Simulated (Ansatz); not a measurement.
The first iterations of a band of GaH3O2 + H2 (8 atoms, charge 0, multiplicity 1).

These are results of RKS B3LYP-D4/def2-SVP in Ansatz 0.2.0, not measurements.

```
movable images  : 7
climbing image  : yes
spring          : 50.0 eV/Å²
optimiser       : quadratic models (default)
start path      : through a guess of the saddle point
force threshold : 0.03 eV/Å
iteration limit : 60
end points      : relaxed
```

Initial state:

```xyz
8
Properties=species:S:1:pos:R:3
Ga -0.225 -0.582 -0.223
O 0.099 -0.236 1.511
H -0.685 -0.103 2.058
O 1.263 -0.878 -1.158
H 2.070 -0.842 -0.626
H -1.616 -0.631 -0.907
H 0.153 2.971 1.688
H 0.221 2.211 1.672
```

Final state:

```xyz
8
Properties=species:S:1:pos:R:3
Ga -0.349 0.636 -0.179
O -0.191 -0.142 1.837
H -0.106 0.545 2.515
O 1.406 0.023 -0.136
H 1.621 -0.688 -0.752
H -1.376 -0.284 -0.928
H -0.458 2.173 0.118
H 0.732 -0.353 1.540
```

| iteration | highest image above the first end (eV) | largest band force component (eV/Å) |
| --- | --- | --- |
| 1 | 5.319 | 28.670 |
| 2 | 1.149 | 2.329 |
| 3 | 1.081 | 1.349 |
| 4 | 1.005 | 0.725 |
| 5 | 1.048 | 0.558 |

Task: Does the band converge within its limit, and where does its top end?

Result: It converged. It ended after 17 iterations with the highest image 1.027 eV above the first end. The profile has 2 maxima (images 2, 4) with wells between them (image 3): this band takes more than one step, which may be the mechanism or a detour left from its start path. Another band between the same ends (7 images) ends at a top of the same energy, where a vibrational analysis finds 1 clearly imaginary mode. The orbitals stay closed-shell, which can raise the energy where a bond breaks towards radicals; this wasn't checked here.

Time of the run: 120 s on 2 threads of Intel(R) Xeon(R) 6975P-C (Granite Rapids) (shared host), peak memory 0.19 GiB.
